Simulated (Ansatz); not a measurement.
Reaction (redistribution): `[SiH3][SiH2][GaH2]` + `[F][GeH2][SiH2][SiH3]` → `[SiH3][SiH2][GeH2][SiH2][SiH3]` + `[F][GaH2]`

Program: Ansatz. Geometries: PBE0-D4/def2-TZVP. ΔE: electronic, gas phase. CBS: MP2 limit from def2 TZ/QZ plus the TZ coupled-cluster correction, frozen cores. DFT in def2-TZVPP. B3LYP here is the variant with VWN-RPA as its local correlation; programs differ in this. For Ga, Ge outer-core shells are correlated without core-valence functions, which leaves a few kJ/mol of doubt a bond. Scalar relativity is left out up to krypton. One conformer a species, not always the lowest.

```csv
level,ΔE (kJ/mol)
PBE-D4,-55.0
B3LYP-D4,-54.5
ωB97M-V,-55.4
PBE,-47.6
r2SCAN,-53.3
PBE0,-48.7
B3LYP,-43.1
HF/def2-QZVPP,-39.2
```

What does CCSD(T)/CBS give? (Best estimate.)

Ansatz gave: -58.4 kJ/mol. The listed levels differ from it by 3.4, 3.9, 3.0, 10.8, 5.1, 9.7, 15.3, 19.2 kJ/mol.

Largest T1 diagnostic among the species: 0.014.

In def2-TZVPP, CCSD(T) changes the Hartree–Fock value by −18.6 kJ/mol (the triples alone add −2.9 kJ/mol) and MP2 by −25.5 kJ/mol. The D4 term adds −11.4 kJ/mol with B3LYP and −7.2 kJ/mol with PBE0; it sums over pairs of atoms, weighted by their polarisabilities, and B3LYP, whose exchange is more repulsive, gets the larger term.
